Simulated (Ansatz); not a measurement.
Diatomic ZnSe, multiplicity 3 (an upper state: multiplicity 1 came lower at CCSD(T)/def2-TZVPP on PBE0 minima). No spin–orbit coupling. Zn is treated without relativity. Se is treated without relativity.

Seven points along R, fitted to fifth degree in 1/R; most abundant isotopes. Runs in def2 and cc sets follow the lowest solution found near the PBE0 minimum.

Correlated levels freeze the inner cores; with def2 sets outer-core shells near the valence are correlated too.

Run with Ansatz (a quantum-chemistry and plane-wave program) with Gaussian orbitals. 

**Question.** What bond length and harmonic frequency does PBE0/def2-TZVPP give?

**Answer.** r_e = 2.391 Å, ω_e = 230 cm⁻¹.

**Question.** What bond length and harmonic frequency does wB97X-V/def2-TZVPP give?

**Answer.** r_e = 2.372 Å, ω_e = 242 cm⁻¹.

**Question.** What bond length and harmonic frequency does CCSD(T)/def2-TZVPP give?

**Answer.** r_e = 2.393 Å, ω_e = 232 cm⁻¹.
